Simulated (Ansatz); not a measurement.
# How methods differ on GeCl2 (SMILES Cl[Ge]Cl)

GeCl2 has 3 atoms, charge 0, and is taken as a singlet. SMILES: `Cl[Ge]Cl`. Geometry: optimised at wB97X-V/def2-SVP.

```csv
atom,x (Å),y (Å),z (Å)
Cl,-0.0642,-1.6779,0.4238
Ge,-0.4223,0.0673,-0.8341
Cl,0.4865,1.6106,0.4103
```

Each level gives the adiabatic ionisation energy (to the doublet cation, shapes relaxed at wB97X-V/def2-SVP, no zero-point term) (eV). The values are calculated.

```tsv
level	kind	program	value (eV)	less CCSD(T)/def2-TZVPP	CPU time (all runs)
HF/def2-TZVPP	Hartree–Fock	Ansatz	9.13	-0.78	3.3 s
BLYP/def2-TZVPP	GGA	Ansatz	9.81	-0.10	8.2 s
r2SCAN/def2-TZVPP	meta-GGA	Ansatz	9.89	-0.02	6.8 s
B3LYP/def2-TZVPP	global hybrid	Ansatz	10.05	+0.14	5.3 s
PBE0-D4/def2-TZVPP	global hybrid	Ansatz	9.92	+0.01	5.5 s
CAM-B3LYP/def2-TZVPP	range-separated hybrid	Ansatz	10.09	+0.18	6.6 s
B2PLYP/def2-TZVPP	double hybrid	Ansatz	9.94	+0.03	7.3 s
RPA@PBE/def2-TZVPP	RPA	Ansatz	10.07	+0.16	8.8 s
CCSD(T)/def2-TZVPP	coupled cluster or CI	Ansatz	9.91	0.00	23 s
```

CCSD(T)/def2-TZVPP is the highest level here, not the true value. All-electron rows without a relativistic Hamiltonian named are non-relativistic. The values span 9.13 to 10.09 eV. In the correlated wave-function rows the outer d shell of Ge is correlated, in sets not made for it. CPU times are rough (shared hosts, several kinds of processor): they show what a rung costs within a factor of a few.
